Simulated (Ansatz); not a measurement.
`CC1=[N+](C)[Zn-]([CH3])[N]1C` and `CC1=[N+](C)[Al-]([CH3])([Cl])[N]1C` differ in one atom or group.

Ansatz, PBE0-D4/def2-TZVP geometries, multiplicity 1. 

Scalar relativity is left out up to krypton.

```json
{"property": "HOMO–LUMO gap (B3LYP/def2-TZVPP) / eV", "`CC1=[N+](C)[Zn-]([CH3])[N]1C`": "5.28"}
{"property": "size of the dipole moment (PBE/def2-TZVPP) / D", "`CC1=[N+](C)[Zn-]([CH3])[N]1C`": "2.45"}
{"property": "HOMO energy (ωB97M-V/def2-TZVPP) / eV", "`CC1=[N+](C)[Zn-]([CH3])[N]1C`": "-7.91"}
{"property": "HOMO–LUMO gap (ωB97M-V/def2-TZVPP) / eV", "`CC1=[N+](C)[Zn-]([CH3])[N]1C`": "9.48"}
{"property": "LUMO energy (PBE0/def2-TZVPP) / eV", "`CC1=[N+](C)[Zn-]([CH3])[N]1C`": "0.05"}
{"property": "LUMO energy (B3LYP/def2-TZVPP) / eV", "`CC1=[N+](C)[Zn-]([CH3])[N]1C`": "-0.21"}
```

Question: Give the same properties after the change, and the shifts. (Best estimate.)

Answer: Ansatz gave: 
```json
{"property": "HOMO–LUMO gap (B3LYP/def2-TZVPP) / eV", "`CC1=[N+](C)[Al-]([CH3])([Cl])[N]1C`": "5.87", "shift": "0.59"}
{"property": "size of the dipole moment (PBE/def2-TZVPP) / D", "`CC1=[N+](C)[Al-]([CH3])([Cl])[N]1C`": "5.33", "shift": "2.88"}
{"property": "HOMO energy (ωB97M-V/def2-TZVPP) / eV", "`CC1=[N+](C)[Al-]([CH3])([Cl])[N]1C`": "-8.73", "shift": "-0.82"}
{"property": "HOMO–LUMO gap (ωB97M-V/def2-TZVPP) / eV", "`CC1=[N+](C)[Al-]([CH3])([Cl])[N]1C`": "10.44", "shift": "0.96"}
{"property": "LUMO energy (PBE0/def2-TZVPP) / eV", "`CC1=[N+](C)[Al-]([CH3])([Cl])[N]1C`": "-0.20", "shift": "-0.25"}
{"property": "LUMO energy (B3LYP/def2-TZVPP) / eV", "`CC1=[N+](C)[Al-]([CH3])([Cl])[N]1C`": "-0.44", "shift": "-0.23"}
```

With PBE0 the HOMO falls by 0.81 eV and the LUMO falls by 0.25 eV, so the gap widens by about 0.56 eV. PBE moves the HOMO by -0.77 eV and ωB97M-V by -0.82 eV. Dipoles are sizes alone; their direction can turn.

Positive LUMOs are unbound, so they and the gaps depend on the basis.

B3LYP here is the variant with VWN-RPA as its local correlation; programs differ in this.
